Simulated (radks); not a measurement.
Valence configurations of the thulium ion Tm3+ (all share [Xe]). All-electron calculation, scalar-relativistic Kohn-Sham, r2SCAN, spin-unpolarised, spherical densities, finite nucleus; meta-GGA in the generalised Kohn-Sham scheme; Fermi nuclear charge, rms radius 5.2256 fm. Program: a radial shooting solver on a logarithmic mesh with Libxc functionals. Energies are relative to 4f12; eigenvalues in eV.

valence           E (eV)    e(4f)    e(5d)    e(6p)    e(6s)
4f12               0.000  -35.604        -        -        -
4f11 6s1          16.671  -46.732        -        -  -26.099
4f11 6p1          22.953  -48.020        -  -20.364        -
4f10.5 5d0.5 6p1  32.817  -52.163  -30.942  -20.653        -
4f9 6s2 6p1       85.165  -73.055        -  -23.889  -31.655
4f9 5d1 6s1 6p1   78.319  -69.212  -36.526  -22.740  -30.048
4f10 6s1 6p1      49.078  -60.094        -  -22.262  -29.248
4f11 5d1          13.941  -43.265  -26.564        -        -
4f8 5d1 6s1 6p2   131.07  -84.007  -42.104  -24.931  -32.881
4f10 5d2          33.757  -51.544  -28.608        -        -

NIST lists [Xe] 4f12 as the ground configuration; this level of theory agrees among the configurations tried. The energies are those of spherical spin-averaged densities, not of single terms.
